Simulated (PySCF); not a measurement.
AuH6N2, SMILES [NH3]->[Au][NH3+], charge +1, multiplicity 1.

Geometry optimised at PBE0-D3(BJ)/def2-SVP. The multiplicity is an assumed one; other spin states were not compared. The def2 effective core potentials stand for the cores of Au; spin–orbit coupling is left out.

Two levels are set side by side: TDA-PBE/def2-SVPD (PySCF) and TDA-ωB97X/def2-SVPD (PySCF). Vertical, same geometry. The lowest singlet is HOMO→LUMO 96 % with PBE and HOMO→LUMO 92 % with the other functional; states are paired by order. Differences are taken from unrounded values.

```
quantity                               TDA-ωB97X  TDA-PBE  TDA-PBE minus TDA-ωB97X
-------------------------------------  ---------  -------  -----------------------
lowest singlet excitation (eV)              6.81     5.98                    -0.83
lowest triplet excitation (TDA) (eV)        5.82     5.18                    -0.64
first bright state (f over 0.05) (eV)       7.32     7.10                    -0.22
its oscillator strength                     0.11     0.08                    -0.03
```

Functionals without exact exchange tend to place singlet excitations lower, as here. Differences between two approximate levels are no errors against the true value.

Rough cost on one machine, each run with all the roots and properties that it gave: TDA-ωB97X against TDA-PBE about 3 times.
